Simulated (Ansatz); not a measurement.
Compare A (`CC[NH][GaH2]`) with its isomer B (`[CH3][Ga]([CH3])[NH2]`).

Gas-phase electronic energies from Ansatz, PBE0-D4/def2-TZVP geometries. CCSD(T)/CBS is the MP2 limit (def2-TZVPP, def2-QZVPP) plus CCSD(T) − MP2 in def2-TZVPP, frozen cores. Functionals use def2-TZVPP. B3LYP here is the variant with VWN-RPA as its local correlation; programs differ in this. For Ga outer-core shells are correlated without core-valence functions, which leaves a few kJ/mol of doubt a bond. Scalar relativity is left out up to krypton. Each species was taken in one conformer, which may not be the lowest.

A:

```xyz
12

C    -0.0577   -1.6935   -0.2838
C     0.7101   -0.4159    0.0114
N    -0.0965    0.6007    0.6467
Ga   -0.5615    2.2252   -0.0160
H    -0.4584   -2.1284    0.6364
H     0.5881   -2.4412   -0.7527
H    -0.8982   -1.4923   -0.9524
H     1.1052   -0.0043   -0.9228
H     1.5856   -0.6571    0.6308
H    -0.4520    0.3130    1.5463
H    -1.4767    3.1156    0.8818
H     0.0121    2.5781   -1.4258
```

B:

Z-matrix (Å, degrees):
```
C
Ga 1 1.967
H 1 1.091 2 111.8
H 1 1.093 2 110.6 3 120.7
H 1 1.093 2 110.6 3 -120.8
C 2 1.967 1 126.1 3 179.4
N 2 1.824 1 117.0 3 -0.5
H 6 1.093 2 110.6 1 -60.0
H 6 1.093 2 110.6 1 58.5
H 6 1.091 2 111.7 1 179.3
H 7 1.006 2 124.2 1 -179.9
H 7 1.006 2 124.2 1 -0.1
```

Q: Which is lower in electronic energy at CCSD(T)/CBS, and by how much? (Estimate.)

A: Ansatz gave: B, by 104.7 kJ/mol.

Q: Give E(B) − E(A) in kJ/mol with PBE-D4, LDA (SPW92), MP2/def2-TZVPP, HF/def2-TZVPP, ωB97M-V, B3LYP, PBE0-D4. (Best estimate.)

A: Ansatz gave: PBE-D4 -91.2, LDA (SPW92) -81.1, MP2/def2-TZVPP -106.7, HF/def2-TZVPP -84.4, ωB97M-V -95.9, B3LYP -93.4, PBE0-D4 -93.0. None reverses the order clearly.

Q: Does the order hold for the free energy at 298.15 K (harmonic terms from PBE0-D4)? (An estimate is asked.)

A: Computed: Yes: G(B) − G(A) = -108.3 kJ/mol, for one conformer each. Modes under 60 cm⁻¹, often nearly free rotors, make the harmonic entropy too high.

Largest T1 diagnostic: 0.014.

In def2-TZVPP, CCSD(T) changes the Hartree–Fock value by −14.0 kJ/mol (the triples alone add −0.4 kJ/mol) and MP2 by −22.2 kJ/mol. At CCSD(T), def2-SVP lies +40.4 kJ/mol from the extrapolated value and def2-TZVPP +6.2 kJ/mol.
